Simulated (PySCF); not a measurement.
**Exercise with solution: oscillator strength and radiative lifetime**

CH4AlClFN, SMILES C[NH][Al]([F])[Cl].

Geometry: PBE0-D3(BJ)/def2-SVP. The structure was generated by enumeration; whether it is a known compound was not checked. One conformer was computed; it need not be the lowest.

TDDFT-PBE/def2-SVPD (PySCF 2.14.0) puts the first singlet state with f over 0.02 at 5.85 eV (vertical), with the transition dipole (0.293, -0.862, 0.000) in atomic units.

Task: Find the oscillator strength, the wavelength and the radiative lifetime that this transition would have in vacuum if emission retraced absorption.

Result: 
|μ|² = 0.8289 au, so |μ| = 2.31 D. ΔE = 5.85/27.211 = 0.2150 hartree. f = (2/3) ΔE |μ|² = 0.119 (the program prints 0.119).
λ = 1239.84/5.85 = 212 nm; ν = 47183 cm⁻¹.
Einstein's coefficient A = 0.6670 ν² f s⁻¹ (ν in cm⁻¹) = 1.8e8 s⁻¹, so τ = 1/A = 5.7 ns. This state is S2; the lower singlet has f = 0.017. The figure is the radiative limit of this one transition; relaxation, internal conversion, crossing to triplets and a medium change what is measured.
